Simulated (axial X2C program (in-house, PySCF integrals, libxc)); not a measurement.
## Worked dissociation energy of RbH: B97-3, spin-free

Calculated with an in-house relativistic program for diatomic molecules. Spin-free means the one-electron spin-free X2C Hamiltonian. Basis: Rb dyall-cv4z [14s14p9d7f4g], H dyall-v4z [7s3p2d1f] (cores contracted in-house); Gaussian nuclei, density fitting, unrestricted open shells. Masses: Rb 84.912 u, H 1.008 u.

Molecular state: M_S = 0, Λ = 0 (closed shell).

| Property | Result |
| --- | --- |
| E(Rb) (2M_S = 1, M_L = 0) | -2980.779478 hartree |
| E(H) (2M_S = 1, M_L = 0) | -0.503909 hartree |
| E(RbH) at Re | -2981.350088 hartree |
| ωe | 922.2 cm⁻¹ |
| ωexe | 11.5 cm⁻¹ |

Task: Work out De and D0.

Result: De = -2980.779478 + (-0.503909) − (-2981.350088) = 0.06670 hartree = 1.815 eV. The zero-point energy is ωe/2 − ωexe/4 = 458 cm⁻¹ = 0.057 eV, so D0 = 1.758 eV.

The state is one determinant whose occupation by symmetry is held fixed; it was picked as the lowest of a PBE0 search that is not exhaustive. The closed shell is kept restricted, so the energy runs too high when the bond is stretched far. Dissociation energies refer to the lowest single-determinant-based atoms at the same level and basis.

Each atomic determinant is the lowest at this level and need not be a pure term. Totals compare only within one Hamiltonian and basis.
